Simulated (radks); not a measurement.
Q: The mean radii <r> (bohr) of the occupied orbitals of an atom or ion are listed with their occupations. Calculated with a radial shooting solver on a logarithmic mesh with Libxc functionals: non-relativistic Kohn-Sham, PBE, spin-polarised, spherical densities, point nucleus.

| orbital | occ. | <r> |
|---|---|---|
| 1s up | 1 | 0.04245 |
| 1s down | 1 | 0.04245 |
| 2s up | 1 | 0.1878 |
| 2s down | 1 | 0.1878 |
| 2p up | 3 | 0.1619 |
| 2p down | 3 | 0.1619 |
| 3s up | 1 | 0.5409 |
| 3s down | 1 | 0.5407 |
| 3p up | 3 | 0.5445 |
| 3p down | 3 | 0.5441 |
| 3d up | 5 | 0.5510 |
| 3d down | 5 | 0.5491 |
| 4s up | 1 | 1.453 |
| 4s down | 1 | 1.452 |
| 4p up | 2 | 1.602 |

Name the element and its charge. Open shells, if any, are filled with parallel spins first.

A: Z = 36, krypton, charge +4: Kr4+ in [Ar] 3d10 4s2 4p2. The 1s radius gives Z: for a bare nucleus <r> = 1.5/Z, 0.04167 bohr for Z = 36, and screening makes it slightly larger (0.04245 here). The occupations add up to 32, and the charge is Z minus that.
